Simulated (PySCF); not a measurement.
PySCF 2.14 output of an unrestricted B3LYP calculation on a single atom or ion in jorge-DZP-DKH (4s2p1d, 15 functions), with scalar relativity by spin-free X2C-1e:

```
SCF conv_tol = 1e-09
number electrons alpha = 5  beta = 2
    P. J. Stephens, F. J. Devlin, C. F. Chabalowski, and M. J. Frisch.,  J. Phys. Chem. 98, 11623 (1994)
cycle= 1 E= -97.8771508803406  delta_E= -0.00141  |g|= 0.00703  |ddm|= 0.0461
cycle= 2 E= -97.8771616314121  delta_E= -1.08e-05  |g|= 0.00117  |ddm|= 0.00566
cycle= 3 E= -97.8771619914408  delta_E= -3.6e-07  |g|= 0.000163  |ddm|= 0.000903
cycle= 4 E= -97.8771619987339  delta_E= -7.29e-09  |g|= 6.39e-06  |ddm|= 0.000138
cycle= 5 E= -97.8771619987466  delta_E= -1.26e-11  |g|= 9.6e-08  |ddm|= 4.91e-06
converged SCF energy = -97.8771619987466  <S^2> = 3.7514482  2S+1 = 4.000724
```

The run itself started from symmetry-adapted Hartree-Fock orbitals and held the occupation by maximum overlap, on a logarithmic radial grid, so the iterations belong to that start.

**Question.** Which element, charge and spin multiplicity is this?

**Answer.** F²⁺ (fluorine, charge +2), multiplicity 4; the state was [He] 2s2 2p3, high-spin 4S determinant.
